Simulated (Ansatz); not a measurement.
# Abstraction of H: C3H4 + GeH(CH3)Br → C3H3 + GeH2(CH3)Br

Species: C3H4 (propyne) `C#CC`, singlet; GeH(CH3)Br, doublet; C3H3 (propargyl radical) `[CH]=C=C`, doublet; GeH2(CH3)Br, singlet. A radical takes H: the energy is the difference in strength between the C–H bond broken and the Ge–H bond made.

Shapes, held fixed at every level: PBE0-D4/def2-TZVP. Programs: Ansatz 0.2.0. The zero-point and thermal change to 298 K, harmonic and unscaled (PBE0-D4/def2-TZVP), is -14.0 kJ/mol.

Estimate ΔH(298 K) of this reaction.

B2PLYP/def2-TZVPP gives ΔH(298 K) = +30.7 kJ/mol; the levels span 0.0 to +34.1. They disagree on the sign: 6 of 7 are positive. The median of the levels is +29.4. No measured value is set beside it here. Spin contamination: C3H3 (⟨S²⟩ up to 0.96). Open shells run unrestricted. Relativity is left out for Br, Ge. Outer-core shells of Br, Ge are correlated, in sets that cover them unevenly. Times are processor times on shared x86 and Arm servers, and rough.

```json
{"level": "HF/def2-TZVPP", "kind": "Hartree–Fock", "ΔH(298 K) (kJ/mol)": "0.0", "CPU time (sum over the molecules)": "–"}
{"level": "SPW92/def2-TZVPP", "kind": "LDA", "ΔH(298 K) (kJ/mol)": "+34.1", "CPU time (sum over the molecules)": "12 s"}
{"level": "PBE-D4/def2-TZVPP", "kind": "GGA", "ΔH(298 K) (kJ/mol)": "+29.4", "CPU time (sum over the molecules)": "17 s"}
{"level": "r2SCAN0-D4/def2-TZVPP", "kind": "global hybrid", "ΔH(298 K) (kJ/mol)": "+16.3", "CPU time (sum over the molecules)": "36 s"}
{"level": "wB97M-V/def2-TZVPP", "kind": "range-separated hybrid", "ΔH(298 K) (kJ/mol)": "+33.4", "CPU time (sum over the molecules)": "74 s"}
{"level": "wB97X-V/def2-TZVPP", "kind": "range-separated hybrid", "ΔH(298 K) (kJ/mol)": "+25.1", "CPU time (sum over the molecules)": "55 s"}
{"level": "B2PLYP/def2-TZVPP", "kind": "double hybrid", "ΔH(298 K) (kJ/mol)": "+30.7", "CPU time (sum over the molecules)": "35 s"}
```
